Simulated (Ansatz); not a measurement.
Input for Ansatz (a first-principles code): U-CCSD(T)/cc-pV(D+d)Z on C2H6O3Si (SMILES C=C[Si](O)(O)O), a point of a bond scan (R = 1.664 Å). Files ending in .json are basis or fitting sets from the Basis Set Exchange.

Ansatz 0.2 input:
```yaml
crystal:
  periodic: [false, false, false]
  atoms:
    - {symbol: C, position_ang: [2.00049879, -0.73855774, 0.78881990]}
    - {symbol: C, position_ang: [1.27655897, -0.32203934, -0.24858313]}
    - {symbol: Si, position_ang: [-0.32412833, 0.12082142, -0.13970406]}
    - {symbol: O, position_ang: [-0.95966322, -0.34974084, 1.30630818]}
    - {symbol: O, position_ang: [-0.57978416, 1.74045579, -0.21515797]}
    - {symbol: O, position_ang: [-1.05942974, -0.54669044, -1.44193311]}
    - {symbol: H, position_ang: [1.57556546, -0.82348317, 1.78357822]}
    - {symbol: H, position_ang: [3.04727447, -1.00820606, 0.69605386]}
    - {symbol: H, position_ang: [1.76352894, -0.25466345, -1.21847067]}
    - {symbol: H, position_ang: [-0.93814495, -1.28535819, 1.52139474]}
    - {symbol: H, position_ang: [-0.52498699, 2.23629196, 0.60551097]}
    - {symbol: H, position_ang: [-1.92458192, -0.20659331, -1.68590263]}
basis:
  gaussian:
    orbitals: cc-pV_D+d_Z.json
correlation: {method: ccsd_t, electrons: outside_noble_gas}
scf: {omitted_lower_state_checks: [cluster_reference]}
magnetization: {spin_polarized: true, initial_magnetization: 0}
```

Program output:

```
WARN ansatz: RAYON_NUM_THREADS=4 ignored (pool sized by the plan → 4); use --threads N
Functional definition: HF
these checks for a lower state are left out or cut short: cluster_reference
integrals: 0.37 GiB planned
1164 factors; integrals over basis functions are off by at most 1.3e-3 eV
mean field: 1.01 GiB planned
mean field evaluation 1: about -16128.0888 eV, gradient 3.7e1 eV
mean field evaluation 2: about -16128.2144 eV, gradient 3.7e1 eV
mean field evaluation 4: about -16133.4650 eV, gradient 2.5e0 eV
mean field evaluation 8: about -16133.5121 eV, gradient 1.2e-1 eV
mean field evaluation 16: about -16133.3104 eV, gradient 1.6e0 eV
mean field evaluation 32: about -16133.5100 eV, gradient 7.4e-2 eV
mean field -16133.51220195 eV, -592.8956377343 hartree, gradient 8.0e-7 eV, S^2 0.000000; 2 other end points of the search recorded, 0 dependent functions left out
10 core orbitals not correlated
reference -16133.51220195 eV, -592.8956377343 hartree; 18, 18 occupied and 95, 95 virtual orbitals, 1164 factors
second order -24.97026847 eV of doubles, -0.00000000 eV of singles
coupled cluster: 1.76 GiB planned
cycle   1  -25.35743151 eV  change   -3.9e-1 eV  update   1.1e-1
cycle   2  -25.91888562 eV  change   -5.6e-1 eV  update   3.1e-2
cycle   3  -26.06863851 eV  change   -1.5e-1 eV  update   1.6e-2
cycle   4  -26.06760652 eV  change    1.0e-3 eV  update   3.9e-3
cycle   5  -26.06514357 eV  change    2.5e-3 eV  update   1.8e-3
cycle   6  -26.06529742 eV  change   -1.5e-4 eV  update   5.2e-4
cycle   7  -26.06527025 eV  change    2.7e-5 eV  update   2.0e-4
cycle   8  -26.06524612 eV  change    2.4e-5 eV  update   6.7e-5
cycle   9  -26.06524900 eV  change   -2.9e-6 eV  update   2.7e-5
perturbative correction -0.67662620 eV, -0.0248655543 hartree
Total energy: -16160.25407715 eV, -593.8783835216 hartree
Checks for a lower state left out: cluster_reference
```

Self-consistency was reached.

Cost: roughly 3 core-minutes.
